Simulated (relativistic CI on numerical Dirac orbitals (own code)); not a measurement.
# Calculated levels, Lu⁵⁴⁺

Method of calculation: Dirac-Coulomb-Breit CI, separate exchange-only KLI orbitals for each configuration, model QED, unscaled Slater integrals (own radial code, finite nucleus).

Configurations in the expansion (outside the closed core [Ne]): 3s2.3p5, 3s.3p6, 3s2.3p4.3d, 3s.3p5.3d, 3p6.3d, 3s.3p4.3d2, 3s2.3p3.3d.4p, 3p6.4s, 3s.3p4.3d.4s, 3s2.3p4.4s, 3p6.4p, 3s2.3p4.4p, 3s2.3p4.4d, 3p5.3d.4p, 3s.3p5.4s, 3s2.3p4.4f, 3s.3p5.4p, 3s.3p5.4d, 3s.3p5.4f, 3s2.3p4.5s, 3s2.3p4.5p, 3s2.3p3.4s.4p, 3s2.3p4.5d, 3s2.3p4.5f, 3s2.3p4.5g, 3s.3p4.4s2, 3s.3p5.5s, 3s.3p5.5p, 3s2.3p3.3d2, 3s2.3p2.3d3, 3s.3p3.3d3, 3s2.3p2.3d2.4s, 3s2.3p2.3d2.4p, 3s2.3p2.3d2.4d, 3p5.3d2, 3p4.3d3, 3p4.3d2.4s, 3p4.3d2.4p, 3p4.3d2.4d, 3s2.3p3.3d.4s, 3s.3p3.3d2.4s, 3s2.3p2.3d.4s2, 3s2.3p2.3d.4s.4p, 3s2.3p2.3d.4s.4d, 3p5.3d.4s, 3p4.3d.4s2, 3p4.3d.4s.4p, 3p4.3d.4s.4d, 3s2.3p3.4s2, 3s.3p3.3d.4s2, 3s2.3p2.4s2.4p, 3s2.3p2.4s2.4d, 3s2.3p3.4p2, 3s2.3p2.3d.4p2, 3s.3p3.3d.4p2, 3s2.3p2.4s.4p2, 3s2.3p2.4p3, 3s2.3p2.4p2.4d. Double excitations out of closed p, d and f shells are left out; levels of such configurations are missing from the list, as are those of other unlisted configurations, and high levels can miss mixing partners. These lack a partner that the ground configuration has and come out too high: 3s2.3p4.4f, 3s.3p5.4p, 3s.3p5.4d, 3s.3p5.4f, 3s2.3p4.5s.

The lowest level is 3s2.3p5 2P°_3/2, with 99 % of that term; Hund's rules for 3s2.3p5 give 2P° with J = 3/2, in agreement.

| No. | Configuration | Term | J | E (eV) | % | Next component (%) | jj configuration (%) |
| --- | --- | --- | --- | --- | --- | --- | --- |
| 1 | 3s2.3p5 | 2P° | 3/2 | 0.000 | 99 | 1 3s2.3p3.3d2 2P° | 3p3/2^3 (99) |
| 2 | 3p4(3P).3d | 4D | 3/2 | 223.737 | 36 | 34 2D | 3p3/2^2 3d3/2 (99) |
| 3 | 3p4(3P).3d | 4D | 5/2 | 229.399 | 39 | 22 2F | 3p3/2^2 3d3/2 (96) |
| 4 | 3p4(3P).3d | 4P | 1/2 | 230.282 | 49 | 27 2P | 3p3/2^2 3d3/2 (98) |
| 5 | 3p4(3P).3d | 2F | 7/2 | 233.297 | 35 | 30 4F | 3p3/2^2 3d3/2 (99) |
| 6 | 3p4(1S).3d | 2D | 3/2 | 251.523 | 62 | 19 4F | 3p3/2^2 3d3/2 (97) |
| 7 | 3s2.3p5 | 2P° | 1/2 | 285.037 | 98 | 1 3s2.3p3.3d2 2P° | 3p1/2 3p3/2^4 (98) |
| 8 | 3p4(1D).3d | 2F | 7/2 | 290.419 | 47 | 43 4D | 3p3/2^2 3d5/2 (99) |
| 9 | 3p4(3P).3d | 4F | 9/2 | 292.672 | 68 | 31 2G | 3p3/2^2 3d5/2 (99) |
| 10 | 3p4(3P).3d | 2P | 1/2 | 298.405 | 56 | 23 2S | 3p3/2^2 3d5/2 (96) |
| 11 | 3p4(1S).3d | 2D | 5/2 | 320.299 | 54 | 22 4P | 3p3/2^2 3d5/2 (99) |
| 12 | 3p4(3P).3d | 2P | 3/2 | 326.521 | 38 | 34 2D | 3p3/2^2 3d5/2 (96) |
| 13 | 3p4(3P).3d | 2D | 5/2 | 330.341 | 53 | 16 4D | 3p3/2^2 3d5/2 (93) |
| 14 | 3p3(2P°).3d2(3F) | 4F° | 3/2 | 461.307 | 29 | 24 2D° | 3p3/2 3d3/2^2 (98) |
| 15 | 3p3(2P°).3d2(3F) | 4F° | 5/2 | 466.917 | 25 | 21 2F° | 3p3/2 3d3/2^2 (95) |
| 16 | 3s.3p6 | 2S | 1/2 | 467.187 | 73 | 11 3s2.3p4.3d 4P | 3s (73) |
| 17 | 3p3(2P°).3d2(3F) | 4D° | 1/2 | 467.354 | 46 | 25 2P° | 3p3/2 3d3/2^2 (97) |
| 18 | 3p3(2P°).3d2(3F) | 2G° | 7/2 | 469.261 | 23 | 20 2F° | 3p3/2 3d3/2^2 (96) |
| 19 | 3p3(2P°).3d2(1S) | 2P° | 3/2 | 490.714 | 19 | 17 4P° | 3p3/2 3d3/2^2 (93) |
| 20 | 3p4(3P).3d | 4D | 1/2 | 497.624 | 79 | 14 2P | 3p1/2 3p3/2^3 3d3/2 (95) |
| 21 | 3p4(3P).3d | 4D | 3/2 | 507.928 | 33 | 31 4F | 3p1/2 3p3/2^3 3d3/2 (96) |
| 22 | 3p4(3P).3d | 4F | 5/2 | 515.998 | 49 | 35 2F | 3p1/2 3p3/2^3 3d3/2 (99) |
| 23 | 3p4(1D).3d | 2G | 7/2 | 517.356 | 59 | 25 2F | 3p1/2 3p3/2^3 3d3/2 (99) |
| 24 | 3p3(2P°).3d2(3F) | 4G° | 9/2 | 526.036 | 32 | 20 6F° | 3p3/2 3d3/2 3d5/2 (99) |
| 25 | 3s2.3p3.3d2 | 2F° | 7/2 | 529.917 | 23 | 20 4F° | 3p3/2 3d3/2 3d5/2 (98) |
| 26 | 3p3(2P°).3d2(3F) | 4D° | 3/2 | 537.974 | 33 | 15 2D° | 3p3/2 3d3/2 3d5/2 (95) |
| 27 | 3p3(2D°).3d2(3P) | 4P° | 1/2 | 538.350 | 47 | 21 2S° | 3p3/2 3d3/2 3d5/2 (96) |
| 28 | 3p3(2P°).3d2(3F) | 2F° | 5/2 | 539.409 | 25 | 20 4D° | 3p3/2 3d3/2 3d5/2 (97) |
| 29 | 3p3(2P°).3d2(3P) | 4D° | 5/2 | 540.796 | 25 | 23 4P° | 3p3/2 3d3/2 3d5/2 (98) |
| 30 | 3p3(2P°).3d2(3F) | 4G° | 11/2 | 542.145 | 37 | 33 2H° | 3p3/2 3d3/2 3d5/2 (93) |

Energies count from the lowest computed level; ° marks odd parity. Percentages are summed over parent terms; the parents shown are those of the largest component, closed shells are left out there. Filled j subshells are mostly left out of the jj labels.

The mean weight of the leading LS term, summed over parents, in these 30 levels is 46 %, and that of the leading jj configuration (from the same eigenvectors) 96 %, so jj coupling describes them better and the LS labels are nominal.

At this charge energies of transitions that change n are usually good to better than 1 %, and those within a shell (Δn = 0) to a few per cent.

LS names give the leading component of a level, which can be under half, so a name can repeat, a term be missing and a line seem to break the LS rules.
